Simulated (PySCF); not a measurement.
# Energy and ionisation energy along a bond of AlBH3 cation

All numbers below are calculated, not measured. The program is PySCF 2.14.0, an open-source quantum chemistry code, run on an isolated molecule that a program drew, which may never have been made. The molecule is AlBH3 cation (charge +1, singlet), drawn as the SMILES string `[BH2][AlH+]`.

The structure below is the HF double-zeta minimum with every atom moved a little at random, so it isn't optimised. Bond B1-H4 is then set to each length in the table by shifting atom 4 along it, with nothing else relaxed.
```xyz
5
AlBH3 cation, angstrom
B     1.9876   -0.5095   -0.8832
Al    0.9712   -1.0466   -2.7386
H     1.8931    0.6343   -0.5398
H     2.6192   -1.2824   -0.3777
H     0.2383   -1.4178   -4.0686
```

E is the energy above the same method's energy at the HF double-zeta minimum. IE is the energy to remove one electron at fixed geometry, to the doublet state of charge +2, as a difference of total energies. The basis family is cc-pV(n+d)Z, with UHF for radicals and no spin-orbit coupling. Best is HF at quadruple zeta, plus MP2 correlation extrapolated from triple and quadruple zeta, plus CCSD(T) minus MP2 at triple zeta, with a frozen core. The other columns are at triple zeta.

```
bond (Å),E r2SCAN (kcal/mol),E B3LYP (kcal/mol),E CCSD(T) (kcal/mol),E best (kcal/mol),IE r2SCAN (eV),IE B3LYP (eV),IE CCSD(T) (eV),IE best (eV),T1
1.0248,9.90,9.44,9.88,9.72,16.473,16.609,16.708,16.806,0.010
1.0858,3.52,3.26,3.48,3.41,16.453,16.589,16.689,16.787,0.010
1.1188,1.58,1.42,1.56,1.52,16.440,16.576,16.677,16.775,0.010
1.2278,0.68,0.78,0.70,0.75,16.388,16.525,16.632,16.728,0.010
1.3108,?,?,?,?,?,?,?,?,?
1.3608,6.88,7.22,7.00,7.12,16.292,16.431,16.548,16.641,0.010
```

T1 is the CCSD diagnostic of the starting molecule.

**Estimate the best E and IE at 1.3108 Å from the other rows.**

A least-squares cubic in the inverse of the bond length through the other values of E best gives 4.06 kcal/mol there. A least-squares quadratic in the bond length through IE best gives 16.676 eV. The calculation gives 4.07 kcal/mol and 16.679 eV, so the fits miss by 0.01 kcal/mol and 0.003 eV. The same recipe one zeta lower moves these two values by 0.09 kcal/mol and 0.03 eV, a gauge of their own error. The rest of the row: E is 3.89 (r2SCAN), 4.15 (B3LYP), 3.97 (CCSD(T)); IE is 16.334 (r2SCAN), 16.472 (B3LYP), 16.584 (CCSD(T)); T1 is 0.010.
